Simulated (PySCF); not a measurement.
Isomers of C6H11As, from PBE0-D3(BJ)/def2-SVP geometry optimisation, gas phase in PySCF. One conformer each, no zero-point energy, no frequencies.

**Question.** Which isomer lies lowest at this level?
A. `[CH:1]#[C:2][CH2:3][As:4]([CH3:5])[CH2:6][CH3:7]` with C2–C3–As4–C5 166°, C3–As4–C6–C7 175°: A = 2559, B = 1281, C = 975.7 MHz, dipole 1.38 D
B. `[CH2:1]=[CH:2][C:3](=[CH2:4])[CH2:5][AsH:6][CH3:7]` with C1–C2–C3–C4 180°, C2–C3–C5–As6 74°, C3–C5–As6–C7 66°: A = 2585, B = 1226, C = 962.0 MHz, dipole 0.84 D
C. `[CH:1]#[C:2][CH2:3][AsH:4][CH2:5][CH2:6][CH3:7]` with C2–C3–As4–C5 40°, C3–As4–C5–C6 71°, As4–C5–C6–C7 177°: A = 1793, B = 1342, C = 857.0 MHz, dipole 0.60 D

**Answer.** B. That is `C=CC(=C)C[AsH]C`, 16.2 kcal/mol below the next.

| SMILES | mapped SMILES | E (Eh) | relative (kcal/mol) | relative (kJ/mol) | dipole (D) |
| --- | --- | --- | --- | --- | --- |
| C=CC(=C)C[AsH]C | [CH2:1]=[CH:2][C:3](=[CH2:4])[CH2:5][AsH:6][CH3:7] | -2470.09731 | 0.0 | 0.0 | 0.84 |
| C#CC[As](C)CC | [CH:1]#[C:2][CH2:3][As:4]([CH3:5])[CH2:6][CH3:7] | -2470.07154 | 16.2 | 67.6 | 1.38 |
| C#CC[AsH]CCC | [CH:1]#[C:2][CH2:3][AsH:4][CH2:5][CH2:6][CH3:7] | -2470.06818 | 18.3 | 76.5 | 0.60 |

As drawn, the lowest has a C=C bond outside aromatic rings, which the highest lacks; the highest has a C≡C bond, which the lowest lacks.
